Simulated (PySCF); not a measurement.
Te(I)(SMe) (CH3ISTe), SMILES S(C)[Te]I. Geometry optimised at B3LYP-D3(BJ)/def2-SVP. The structure was generated by enumeration, and PubChem lists no compound with its InChIKey, so it may never have been made. The def2 effective core potentials stand for the cores of I, Te; spin–orbit coupling is left out. The values are those of a single conformer.

Computed equilibrium geometry at B3LYP-D3(BJ)/def2-SVP (PySCF confirms it by a frequency run) as a Z-matrix (one conformer of several):
```
C
H 1 1.0979
H 1 1.0986 2 110.35
H 1 1.1008 2 109.64 3 -120.42
S 1 1.8320 2 111.30 4 -116.81
Te 5 2.3971 1 103.41 2 -58.78
I 6 2.7779 5 101.97 1 -80.53
```
